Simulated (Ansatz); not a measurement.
`[CH3][InH][Cl]` + H₂S → `[CH3][InH][SH]` + HCl  (ligand exchange at the In–Cl bond)

Program: Ansatz. Geometries: PBE0-D4/def2-TZVP. ΔE: electronic, gas phase. CBS: MP2 limit from def2 TZ/QZ plus the TZ coupled-cluster correction, frozen cores. This one scheme is used for every species. DFT in def2-TZVPP. B3LYP here is the variant with VWN-RPA as its local correlation; programs differ in this. def2 core potentials past Kr. For In outer-core shells are correlated without core-valence functions, which leaves a few kJ/mol of doubt a bond. One conformer a species, not always the lowest.

| level | ΔE (kcal/mol) |
| --- | --- |
| PBE0-D4 | 7.7 |
| B3LYP | 9.1 |

**Question.** What does CCSD(T)/CBS give? (An estimate is asked.)

**Answer.** The calculation gave: +7.9 kcal/mol. The listed levels differ from it by -0.2, 1.2 kcal/mol.

Largest T1 diagnostic among the species: 0.013.

Leaving LDA and LC-ωPBE aside and taking each functional with its dispersion term where it has one, the values, not all of them listed here, spread over 2.2 kcal/mol, from PBE-D4 to BHLYP-D4. LDA lies −1.2 kcal/mol from PBE without D4. In def2-TZVPP, CCSD(T) changes the Hartree–Fock value by −4.0 kcal/mol (the triples alone add −0.6 kcal/mol) and MP2 by −4.3 kcal/mol.
